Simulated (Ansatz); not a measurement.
Z-matrix (Å, degrees):
```
Si
O 1 1.634
H 1 1.490 2 111.5
H 1 1.490 2 111.5 3 120.8
H 1 1.487 2 108.4 3 -119.6
In 2 1.965 1 135.9 3 -60.5
Cl 6 2.320 2 109.8 1 -0.1
H 6 1.687 2 124.0 1 179.8
```

The species carries charge 0 and has multiplicity 1. In: def2 effective core potential.

List the CAM-B3LYP/def2-TZVPP orbital energies in eV (Ansatz 0.2.0). (Best estimate.)

The calculation gave: Occupied: -2764.06, -1801.04, -522.15, -258.81, -197.85, -197.74, -197.72, -145.52, -130.37, -100.88, -100.84, -100.84, -87.12, -86.85, -86.78, -28.45, -24.85, -23.98, -23.95, -23.89, -23.74, -22.95, -16.47, -14.29, -12.28, -12.26, -12.08, -11.09, -10.57, -10.32, -9.89, -9.89. Lowest empty: -0.95, -0.67, 0.72, 1.70, 2.05, 2.39, 2.94, 3.13.
